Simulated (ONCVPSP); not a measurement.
**lanthanum (La): excitation energies, all-electron against ONCV**

lanthanum, optimised norm-conserving Vanderbilt (ONCV), made with ONCVPSP 4.0.1 (PBEsol, scalar-relativistic). Core [Kr] 4d10, reference 5s2 5p6 5d1 6s1.5 6p0.5. Waves: 5s+6s: rc 2.65 bohr, ncon 3, nbas 6, qcut 4.5 1/bohr, 2 projectors; 5p+6p: rc 2.90 bohr, ncon 3, nbas 6, qcut 3.8 1/bohr, 2 projectors; 5d: rc 3.80 bohr, ncon 3, nbas 7, qcut 4.9 1/bohr, 2 projectors, debl 2.9 Ha; f scattering state at 0.07 Ha: rc 4.00 bohr, ncon 4, nbas 9, qcut 3 1/bohr, 2 projectors, debl 2.3 Ha. Local part: polynomial inside 1.85 bohr (lpopt 5, dvloc0 3 Ha). Core correction: polynomial model core, fcfact 0.65.

In the f channel the program set the typed energies aside and used -0.182, 2.118 Ha.

Energies are relative to the spin-unpolarised reference configuration 5s2 5p6 5d1 6s1.5 6p0.5; without spin polarisation the order of configurations can differ from experiment.

Q: Give the all-electron excitation energy and the error of the potential for: 5s2 5p6 5d1 6s2 6p0; 5s2 5p6 5d1 6s1 6p0; 5s2 5p6 5d1 6s0 6p0; 5s2 5p6 5d1 6s1 6p1.

A:

```json
{"valence configuration": "5s2 5p6 5d1 6s2 6p0", "charge": "0", "ΔE all-electron (eV)": "-1.194", "error AE − PS (meV)": "-0.1"}
{"valence configuration": "5s2 5p6 5d1 6s1 6p0", "charge": "+1", "ΔE all-electron (eV)": "4.806", "error AE − PS (meV)": "-1.2"}
{"valence configuration": "5s2 5p6 5d1 6s0 6p0", "charge": "+2", "ΔE all-electron (eV)": "15.654", "error AE − PS (meV)": "-7.1"}
{"valence configuration": "5s2 5p6 5d1 6s1 6p1", "charge": "0", "ΔE all-electron (eV)": "1.214", "error AE − PS (meV)": "-0.2"}
```
